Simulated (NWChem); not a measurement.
Species: CH₄ClInO; SMILES [O](C)[InH][Cl]

```xyz
8

In    -0.4359     0.0383     0.0000
H     -2.1335    -0.1559     0.0000
Cl     0.6443     2.1140     0.0000
O      0.9108    -1.4226     0.0000
C      0.6079    -2.7842     0.0000
H      1.0409    -3.2793    -0.8897
H      1.0409    -3.2793     0.8897
H     -0.4771    -3.0166     0.0000
```
Atoms are numbered in this order, from 1.

Results from NWChem. The geometry was optimised at PBE0/def2-SVP. def2 effective core potentials on In; no spin-orbit coupling. B3LYP is NWChem's, with the RPA form of VWN correlation.

For level BP86/def2-SVP:

highest occupied level (eV): -6.21
orbital gap (eV): 3.86

Problem. Estimate the same quantities for level B3LYP/def2-SVP.

Solution. 
| Item | Value |
|---|---|
| highest occupied level (eV) | -7.31 |
| orbital gap (eV) | 5.63 |
